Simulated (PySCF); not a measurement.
C₆H₇F₃.
Z-matrix (Å and degrees, PBE0-D3(BJ)/def2-SVP geometry), rows numbered from 1:
```
C 
C   1  1.3368
C   2  1.4980  1  122.96
C   2  1.5133  1  120.63  3   179.92
C   4  1.4892  2  113.46  1  -119.70
F   5  1.3397  4  116.47  2   -76.70
C   5  1.3322  4  125.55  2   101.16
F   7  1.3083  5  124.82  4  -178.62
F   7  1.3134  5  123.00  4     2.10
H   1  1.0935  2  121.20  3     0.24
H   1  1.0936  2  121.58  3  -179.69
H   3  1.0984  2  111.54  1    -1.31
H   3  1.1016  2  111.17  1   119.93
H   3  1.1031  2  110.82  1  -122.27
H   4  1.1053  2  109.76  1   120.48
H   4  1.0984  2  110.00  1     2.59
```

Level: B3LYP/def2-SVPD in PySCF, non-relativistic, on one gas-phase PBE0-D3(BJ)/def2-SVP geometry that isn't relaxed in the solvent. The solvent is an IEF-PCM continuum (van der Waals radii × 1.2), and excitations are vertical TDDFT with non-equilibrium linear response and a frozen core. Only the electrostatic response of the medium enters.

Gas-phase singlets (H = HOMO, L = LUMO):

```csv
state,E (eV),λ (nm),f,leading configurations
S1,5.911,210,0.048,H→L 81%
S2,6.287,197,0.002,H→L+1 93%
S3,6.427,193,0.070,"H-1→L 52%, H-1→L+1 16%"
S4,6.753,184,0.015,"H-1→L+1 70%, H-1→L+2 12%"
S5,6.900,180,0.031,"H→L+4 38%, H→L+3 25%"
```

**Question.** How does the list change in tetrahydrofuran (ε = 7.426)?

**Answer.** 
```
state  E (eV)  λ (nm)      f  leading configurations  change by rank (eV)
   S1   5.968     208  0.065      H→L 75%, H-1→L 10%               +0.057
   S2   6.265     198  0.005               H→L+1 88%               -0.022
   S3   6.377     194  0.105    H-1→L 57%, H→L+2 12%               -0.050
   S4   6.684     185  0.021             H-1→L+1 78%               -0.069
   S5   6.908     179  0.040    H→L+4 52%, H→L+3 13%               +0.008
```

**Question.** How does the list change in dichloromethane (ε = 8.93)?

**Answer.** 
| state | E (eV) | λ (nm) | f | leading configurations | change by rank (eV) |
| --- | --- | --- | --- | --- | --- |
| S1 | 5.969 | 208 | 0.066 | H→L 75%, H-1→L 10% | +0.058 |
| S2 | 6.263 | 198 | 0.005 | H→L+1 88% | -0.024 |
| S3 | 6.376 | 194 | 0.106 | H-1→L 57%, H→L+2 13% | -0.051 |
| S4 | 6.682 | 186 | 0.021 | H-1→L+1 78% | -0.071 |
| S5 | 6.907 | 179 | 0.040 | H→L+4 53%, H→L+3 12% | +0.007 |

**Question.** The ground-state energy changes by -0.101 eV from gas to dichloromethane. By how much does the total energy of gas-phase S1 change?

**Answer.** E(S1) = E(S0) + excitation energy, so it changes by -0.101 + 0.058 = -0.043 eV: it is lowered less than the ground state, which is what a blue shift means. This is the vertical state, with the slow part of the continuum still set for S0.

**Question.** How do the frontier levels move from gas to dichloromethane?

**Answer.** 
| orbital | gas (eV) | solvent (eV) | change (eV) | Löwdin shares, gas | Löwdin shares, solvent |
| --- | --- | --- | --- | --- | --- |
| LUMO+2 | 0.44 | 0.55 | +0.11 | C7 25 %, C5 24 %, C2 9 %, F8 8 % | C5 23 %, C7 23 %, C2 11 %, C1 9 % |
| LUMO+1 | 0.20 | 0.28 | +0.08 | C7 20 %, C1 10 %, C5 9 %, C3 8 % | C7 27 %, C5 10 %, F8 10 %, F9 9 % |
| LUMO | -0.36 | -0.20 | +0.16 | C1 24 %, C2 23 %, C7 8 %, C4 7 % | C2 23 %, C1 23 %, C7 9 %, C5 7 % |
| HOMO | -7.01 | -6.92 | +0.09 | C5 25 %, C7 23 %, F6 11 %, C2 9 % | C5 22 %, C7 21 %, C1 12 %, C2 12 % |
| HOMO-1 | -7.34 | -7.18 | +0.16 | C1 31 %, C2 28 %, C4 7 %, C5 6 % | C1 27 %, C2 25 %, C5 8 %, C4 7 % |
| HOMO-2 | -9.92 | -9.69 | +0.23 | C2 20 %, C3 19 %, C1 17 %, C4 13 % | C2 20 %, C3 19 %, C1 17 %, C4 13 % |
| HOMO-3 | -10.36 | -10.15 | +0.21 | C3 26 %, C2 13 %, C1 11 %, H12 11 % | C3 30 %, H12 13 %, C2 12 %, C1 11 % |

The HOMO–LUMO gap goes from 6.65 to 6.73 eV. Rows go by rank; for LUMO+1 and LUMO+2 the atom shares or the degeneracy differ between the runs, so the row needn't follow one orbital.
